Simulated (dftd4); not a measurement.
C₂H₂Cl, doublet, geometry from GFN2-xTB; D4 for hf in dftd4 4.2.0.

The dftd4 input:
```
$ dftd4 mol.xyz --func hf --charge 0 --json dftd4.json --noedisp --grad

# file mol.xyz
5

C     -1.69798252     0.23809612     0.21380316
C     -0.49840540     0.65244527     0.26932677
Cl     0.92154321    -0.37602988    -0.20355303
H     -2.34367442    -0.56836796    -0.02296368
H     -0.14423266     1.61762752     0.58458570
```

Output, abridged:

```
                    ____  _____ _____     ____  _  _
      -------------|  _ \|  ___|_   _|---|  _ \| || |------------
     |             | | | | |_    | | ___ | | | | || |_           |
     |             | |_| |  _|   | ||___|| |_| |__   _|          |
     |             |____/|_|     |_|     |____/   |_|            |
     |             ===================================           |
     |            E. Caldeweyher, S. Ehlert & S. Grimme          |
     |          Mulliken Center for Theoretical Chemistry        |
     |                    University of Bonn                     |
      -----------------------------------------------------------

Rational (Becke-Johnson) damping: hf-D4-ATM
---------------------
  s6         1.0000
  s8         1.6168
  s9         1.0000
  a1         0.4496
  a2         3.3574
 alp        16.0000
--------------------

Dispersion energy:      -1.1044792265677E-02 Eh

Gradient norm:           1.7511878507993E-03 Eh/a0
--------------------------------------------------
     #    Z           dE/dx      dE/dy      dE/dz
--------------------------------------------------
     1    6 C    -9.698E-04  1.036E-04  1.106E-04
     2    6 C     3.065E-05  1.861E-04  6.367E-05
     3   17 Cl    1.271E-03 -4.461E-04 -2.550E-04
     4    1 H    -3.285E-04 -8.806E-05 -6.198E-06
     5    1 H    -3.876E-06  2.444E-04  8.696E-05
--------------------------------------------------

Virial:
--------------------------------------------------
      component           x          y          z
--------------------------------------------------
          x       6.753E-03 -9.611E-04 -8.553E-04
          y      -9.611E-04  1.435E-03  5.820E-04
          z      -8.553E-04  5.820E-04  2.715E-04
--------------------------------------------------

[Info] Dispersion results written to 'dftd4.txt'
[Info] JSON dump of results written to 'dftd4.json'
```
